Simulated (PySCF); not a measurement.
Gas-phase reaction: NbCl₅ + 3 O ⇌ NbOCl₃ + 2 ClO

Energies from PySCF, thermal terms from the rigid-rotor harmonic-oscillator model, ideal gas at 1 bar. † marks an energy on the PBE0/def2-TZVP geometry and frequencies; other levels use their own. Open shells (unrestricted): O (multiplicity 3, electronic degeneracy 9), ClO (multiplicity 2, electronic degeneracy 4); the rest are closed-shell singlets. Spin-orbit splitting is ignored; it lowers the true energy and changes the entropy of O, ClO. B3LYP is the form with VWN-RPA correlation. Nb: scalar-relativistic def2 core potential, no spin-orbit coupling. The harmonic model lacks anharmonicity and excited electronic states, which grow with temperature; levels with a mode under 35 cm⁻¹ are left out. Soft modes under 120 cm⁻¹ make the harmonic entropy rough for NbCl₅, NbOCl₃.

| level | ΔE electronic, kJ | ΔH°(298 K), kJ | ΔS°(298 K), J/K | ΔG°(1400 K), kJ |
|---|---|---|---|---|
| B3LYP/def2-TZVP† | -617 | -611 | -78 | -479 |
| BLYP/def2-TZVP† | -704 | -699 | -78 | -567 |
| M06-2X/def2-TZVP† | -582 | -577 | -78 | -445 |
| PBE/def2-SVP | -673 | -669 | -77 | -539 |
| PBE/def2-TZVP† | -728 | -723 | -78 | -591 |
| PBE0/def2-SVP† | -526 | -520 | -78 | -388 |
| PBE0/def2-TZVP | -594 | -589 | -78 | -457 |
| ωB97M-V/def2-TZVP† | -598 | -593 | -78 | -461 |
| ωB97X-V/def2-TZVP† | -615 | -609 | -78 | -477 |
ΔH° is lowest at PBE/def2-TZVP† and highest at PBE0/def2-SVP†. No reference value is set beside these.
